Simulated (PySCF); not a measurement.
Si(H)(Me)(OMe)(NH2) (C₂H₉NOSi), SMILES CO[SiH](C)N. Geometry optimised at B3LYP-D3(BJ)/def2-SVP. Other conformers were not sampled.

Computed equilibrium geometry at B3LYP-D3(BJ)/def2-SVP (PySCF confirms it by a frequency run) as a Z-matrix (one conformer of several):
```
Si
O 1 1.6780
C 2 1.4045 1 123.59
H 3 1.1021 2 109.18 1 -171.29
H 3 1.1074 4 107.99 2 -121.99
H 3 1.1078 4 107.82 5 -116.10
N 1 1.7289 2 114.16 3 55.47
H 7 1.0143 1 121.48 2 -87.20
H 7 1.0153 8 111.29 1 -154.04
H 1 1.4936 2 108.97 3 -61.59
C 1 1.8652 10 113.62 7 -121.21
H 11 1.1010 1 110.93 10 55.85
H 11 1.1012 12 108.74 1 122.12
H 11 1.1025 12 108.21 13 116.60
```
Charge 0, spin multiplicity 1.
